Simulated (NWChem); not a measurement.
# SiH3O2F; SMILES O[SiH](O)F

```xyz
7

Si     0.0305    -0.0157     0.3459
O      0.5983    -1.4530    -0.1930
O     -1.5073     0.1823    -0.2103
F      0.9049     1.2232    -0.2287
H      0.1693    -0.0016     1.8126
H      0.3823    -1.6997    -1.0976
H     -1.8509     1.0780    -0.2731
```
Atoms are numbered in this order, from 1.

Computed with NWChem. Geometry: optimised at PBE0/def2-SVP. B3LYP is NWChem's, with the RPA form of VWN correlation. Ions are spin-unrestricted doublets at the neutral geometry; other ion states weren't tried.

For level B3LYP/def2-SVP:

- vertical ionisation energy, ΔSCF (eV) = 11.88
- −ε(HOMO) (eV) = 9.08

Q: Estimate the same quantities for level PBE/def2-SVP.

A: 
| Quantity | Result |
|---|---|
| vertical ionisation energy, ΔSCF (eV) | 11.30 |
| −ε(HOMO) (eV) | 7.59 |
